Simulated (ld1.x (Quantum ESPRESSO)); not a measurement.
## Configuration tests for nitrogen (N) (TM)

| Quantity | Value |
| --- | --- |
| Element | nitrogen |
| Generator | ld1.x (Quantum ESPRESSO) 7.5 |
| Type | norm-conserving Troullier–Martins (Kleinman–Bylander form) |
| Functional | PBE |
| Relativity | scalar-relativistic |
| Frozen core | [He] |
| Valence charge | 5 |
| Reference configuration | 2s2 2p1.5 (charge +1.5) |
| Partial waves | 2p (bound): rc 1.35 bohr; 2s (bound): rc 0.65 bohr |
| Local potential | the s channel |
| Core correction | none |

Energies are relative to the spin-unpolarised reference configuration 2s2 2p1.5; without spin polarisation the order of configurations can differ from experiment.

```json
{"valence configuration": "2s2 2p3", "charge": "0", "ΔE all-electron (eV)": "-25.914", "error AE − PS (meV)": "+42"}
{"valence configuration": "2s2 2p2", "charge": "+1", "ΔE all-electron (eV)": "-12.323", "error AE − PS (meV)": "+10"}
{"valence configuration": "2s2 2p1", "charge": "+2", "ΔE all-electron (eV)": "16.531", "error AE − PS (meV)": "+18"}
{"valence configuration": "2s2 2p3.3", "charge": "-0.3", "ΔE all-electron (eV)": "-27.533", "error AE − PS (meV)": "+48"}
{"valence configuration": "2s0 2p5", "charge": "0", "ΔE all-electron (eV)": "-2.873", "error AE − PS (meV)": "+284"}
```

**Question.** What are ΔE and the potential's error for 2s1 2p3?

**Answer.** ΔE = -0.542 eV all-electron; the error (AE − PS) is +95 meV.

**Question.** What are ΔE and the potential's error for 2s1 2p0?

**Answer.** ΔE = 141.432 eV all-electron; the error (AE − PS) is +644 meV.

Levels in the configuration 2s1 2p0:

| level | all-electron (eV) | pseudo (eV) |
| --- | --- | --- |
| 2s | -87.573 | -87.109 |
